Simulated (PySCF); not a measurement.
WO2Cl, SMILES [O]=[W+](=[O])[Cl], charge +1, multiplicity 1.

Coordinates come from a PBE0-D3(BJ)/def2-SVP optimisation. The spin state was assumed, not searched. The isomer is the one that the SMILES or the coordinates give; other isomers of the formula were not compared. The def2 effective core potentials stand for the cores of W; spin–orbit coupling is left out.

Method: PBE0-D3(BJ)/def2-SVP run with PySCF 2.14.0.

Frequencies are harmonic and unscaled.

```
mode  ν (cm⁻¹)  IR (km/mol)  Raman (Å⁴/amu)  depolarisation  moving atoms (share of kinetic energy)
----  --------  -----------  --------------  --------------  --------------------------------------
1          227          0.0             4.8            0.75                         O 70 %, Cl 23 %
2          233         14.5             2.4            0.73                 O 69 %, Cl 17 %, W 14 %
3          397          4.4             4.2            0.68                                  O 86 %
4          463         32.1             9.4            0.25                         Cl 75 %, W 19 %
5         1059        102.0            14.0            0.75                          O 90 %, W 10 %
6         1108         53.4            27.8            0.06                                  O 93 %
```
